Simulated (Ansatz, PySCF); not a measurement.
C₄H₁₁NSi, SMILES C(N)/C(=C\[SiH3])C.

Geometry optimised at B3LYP-D3(BJ)/def2-SVP. The structure was generated by enumeration; whether it is a known compound was not checked. One conformer was computed; it need not be the lowest.

Vertical ionisation energy (IE) and electron affinity (EA) in eV. Rows of orbital energies are one-electron estimates. Where ΔSCF, EOM or ADC give a negative EA the extra electron is unbound and the value depends on the basis.

| level | IE | EA |
|---|---|---|
| −ε(HOMO), −ε(LUMO), HF/def2-TZVP (PySCF) | 9.40 | -3.20 |
| −ε(HOMO), −ε(LUMO), PBE/def2-TZVP (PySCF) | ___ | ___ |
| ΔSCF, PBE0/def2-SVPD (Ansatz), final states of multiplicity 2 and 2 | 8.78 | -1.30 |
| ΔSCF, PBE/def2-SVPD (Ansatz), final states of multiplicity 2 and 2 | 8.44 | -1.08 |

Task: Complete the blanks. (Estimate from the structure and the level; the computed values follow.)

Result: 
- −ε(HOMO), −ε(LUMO), PBE/def2-TZVP (PySCF), IE: 5.73
- −ε(HOMO), −ε(LUMO), PBE/def2-TZVP (PySCF), EA: 1.17

Task: What vertical singlet–triplet gap does ΔSCF give with PBE0/def2-SVPD (Ansatz, a program for electronic structure) and with PBE/def2-SVPD (Ansatz)? (An estimate is asked for; the answer gives what the named calculation found.)

Result: 3.89 and 3.97 eV (triplet above singlet where positive).
